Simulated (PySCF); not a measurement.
Order these species by their calculated properties.

All species are isolated and taken at one optimised geometry, non-relativistic unless stated; the electronic structure was computed with PySCF and density fitting.

The conformers computed, where there is a choice (atom-mapped SMILES and torsion angles):
- `[CH3:1][CH2:2][C:3]1=[C:4][CH2:5][C@H:6]1[CH3:7]`: C1–C2–C3–C4 119°
- `[NH2:1][C:2](=[O:3])/[C:4]=[CH:5]\[C:6]([F:7])=[C:8]([F:9])[F:10]`: N1–C2–C4–C5 -119°, C4–C5–C6–F7 5°, H–N1–C2–O3 -9°, H–N1–C2–O3 -169°
- `[CH:1]#[C:2][C:3]([CH3:4])([CH3:5])[CH2:6][CH2:7]`: C2–C3–C6–C7 61°
- `[F:1][CH+:2][CH:3][C@@H:4]1[CH:5]=[N:6]1`: F1–C2–C3–C4 1°, C2–C3–C4–C5 -149°
- `[CH3:1][C@@:2]1([CH:3]2[CH2:4][CH2:5]2)[CH:6][CH2:7]1`: C1–C2–C3–C4 158°
- `[H]/[N:8]=[CH:7]/[C@@H:4]([CH2:3][CH:2][CH2+:1])[C:5]#[N:6]`: C1–C2–C3–C4 144°, C2–C3–C4–C5 44°, C3–C4–C7–N8 -23°

Task: Rank by isotropic g value, highest first (unrestricted B3LYP/pcH-1, mean-field spin–orbit at GFN2-xTB geometries).
A. `C#CC(C)(C)C[CH2]` [radical]
B. `F[CH+][CH][C@@H]1C=N1` [radical]
C. `O=C(N)/[C]=C\C(=C(F)F)F` [radical]
D. `[C]1=C(CC)[C@H](C)C1` [radical]
E. `[CH2][C@H](C)C#CCC` [radical]
F. `C[C@@]1(C2CC2)[CH]C1` [radical]
G. `C1(=N/[H])/C[NH+][C@@H]1C#CC` [radical]

Result: G (2.00374), B (2.00344), C (2.00313), F (2.00274), A (2.00264), E (2.00253), D (2.00214).

Task: Give the two extremes of that set as shifts from the free-electron value 2.002319.

Result: `CCC1=[C]C[C@H]1C` [doublet state]: -180 ppm; `[H]/N=C1\C[NH+][C@@H]1C#CC` [charge +1 and doublet state]: +1420 ppm.

Task: Rank by smallest rotational constant, highest first (GFN2-xTB).
A. `CCC1=[C]C[C@H]1C` [radical]
B. `[H]/N=C/[C@H](C#N)C[CH][CH2+]` [radical]
C. `C[CH]C#CC(C)C` [radical]
D. `NC(=O)/[C]=C\C(F)=C(F)F` [radical]
E. `C[C@@]1(C2CC2)[CH]C1` [radical]

Result: E (1.860 GHz), A (1.607 GHz), B (1.071 GHz), C (1.017 GHz), D (0.545 GHz).

Task: By how much do the two ends of that ranking differ?

Result: By 1.315 GHz, between `C[C@@]1(C2CC2)[CH]C1` [doublet state] and `NC(=O)/[C]=C\C(F)=C(F)F` [doublet state].
